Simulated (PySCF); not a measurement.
Species: C9H9 (doublet state).
SMILES with atom numbers: `[CH2:1][c:2]1[cH:3][cH:4][cH:5][c:6]([CH:7]=[CH2:8])[cH:9]1` (hydrogens: H10, H11 on C1; H12 on C3; H13 on C4; H14 on C5; H15 on C7; H16, H17 on C8; H18 on C9)

Structure used (GFN2-xTB), in Å, numbered top down from 1:
```xyz
18
C9H9 angstrom
C     -2.8204   -0.9794   -0.6149
C     -1.6769   -0.2579   -0.3421
C     -1.7058    1.1587   -0.2119
C     -0.5563    1.8589    0.0556
C      0.6599    1.2049    0.2103
C      0.7365   -0.1919    0.0958
C      1.9887   -0.9252    0.2569
C      3.1641   -0.4213    0.6108
C     -0.4194   -0.8983   -0.1802
H     -2.7939   -2.0494   -0.7130
H     -3.7708   -0.4925   -0.7377
H     -2.6490    1.6711   -0.3299
H     -0.5923    2.9354    0.1487
H      1.5480    1.7804    0.4166
H      1.9116   -1.9893    0.0681
H      4.0347   -1.0468    0.7085
H      3.3132    0.6237    0.8206
H     -0.3807   -1.9747   -0.2738
```

The hyperfine couplings belong to this conformer and change with its torsions.

Method used: PySCF 2.14.0, UKS B3LYP, pcH-1 on C H, non-relativistic, mean-field spin-orbit, GIAO. Geometry: GFN2-xTB, one conformer, isolated molecule. Couplings are sensitive to structure, and on GFN2-xTB geometries they can be far from those on DFT ones. The SCF solution wasn't tested for stability. ⟨S²⟩ is 0.786 where a pure state has 0.75.

The largest Mulliken spin populations are on C1 (+0.75), C5 (+0.32), C3 (+0.27) and C9 (+0.25). Four atoms exceed +0.15. The positive populations add up to 1.64 and the negative ones to -0.64, together 2S = 1. The angles at C1 add up to 360.0°, so it is planar; its axial dipolar tensor and the negative couplings of its protons fit spin in a p orbital normal to that plane.

(1) McConnell's relation a(H) = Q·ρ ties the coupling of a proton on a planar π carbon to the spin population of that carbon. What Q do the computed values give?

(2) Leave H12 and its like out of the fit. How well does the relation then predict its coupling?

## Answers

(1) 
```tsv
H	C	ρ(C)	a(H) (G)	a/ρ (G)
H10	C1	+0.751	-16.13	-21.5
H11	C1	+0.751	-16.12	-21.5
H12	C3	+0.272	-6.19	-22.8
H13	C4	-0.141	+2.48	-17.6
H14	C5	+0.315	-7.11	-22.5
H18	C9	+0.248	-5.65	-22.8
```

A least-squares line through the origin gives Q = -21.6 G with Mulliken populations. In every row coupling and population have opposite signs. Where ρ is negative the coupling is positive.

(2) The other protons give Q = -21.5 G, so a = -21.5 × 0.272 ≈ -5.86 G, against the computed -6.19 G.

Couplings in gauss use g_iso = 2.0026.
